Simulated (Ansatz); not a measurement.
**Match the barriers**

Saddle point of GeAsNH₈, closed shell (GeNH₅ ([NH2][GeH3]) + AsH₃ → GeAsH₅ ([GeH3][AsH2]) + NH₃; bonds formed: Ge1–As7, N2–H6; bonds broken: Ge1–N2, H6–As7), PBE0-D4/def2-TZVP structure:

Ge1  (-1.156, -0.422, 0.765)
N2  (0.783, -0.023, 0.875)
H3  (-1.329, -0.705, 2.284)
H4  (-1.391, -1.706, -0.015)
H5  (-1.943, 0.827, 0.397)
H6  (0.913, 0.191, -0.177)
As7  (-0.067, 0.364, -2.181)
H8  (1.003, 0.784, 1.457)
H9  (1.348, -0.815, 1.178)
H10  (0.551, 1.758, -2.056)
H11  (1.290, -0.252, -2.527)
(Å)

Computed with Ansatz 0.2.0 (basis: def2-TZVPP, with def2-QZVPP for the basis limit); correlated methods freeze the cores. Filled d shells of the heavier atoms are correlated. The def2 sets are not built for correlating such inner shells, so the correlated values are less sure here. B3LYP uses VWN-RPA correlation. Extrapolation: Hartree–Fock as exp(−7.88 √X), correlation as X^−2.97. Four methods, as single points on the PBE0-D4 structures, gave these electronic barriers from the start structure: 16.72, 27.11, 29.99, 38.56 kcal/mol.

Problem. The methods were, in alphabetical order, B3LYP-D4, BHLYP-D4, HF, SPW92. Which gave which? (Judge from chemistry; the calculation decides.)

Solution. Computed: SPW92 16.72; B3LYP-D4 27.11; BHLYP-D4 29.99; HF 38.56 kcal/mol. For comparison, CCSD(T) at an estimated basis limit (MP2 extrapolated from triple and quadruple zeta, plus CCSD(T) − MP2 in triple zeta) gives 28.26 kcal/mol.

The T1 diagnostic stays at or below 0.013.

Labels in which every atom is bracketed show which atoms are joined, not bond orders.

For scale, one of the runs: CCSD(T)/def2-TZVPP, 239 basis functions, launched by `ansatz run in.yaml --threads 8 --pin off --events-out ev --progress --plain --max-ram 19148MiB`. Time: 2.3 min of wall clock on 8 CPU threads of an Arm Neoverse V1; the host was shared. Peak host memory: 4.6 GiB.
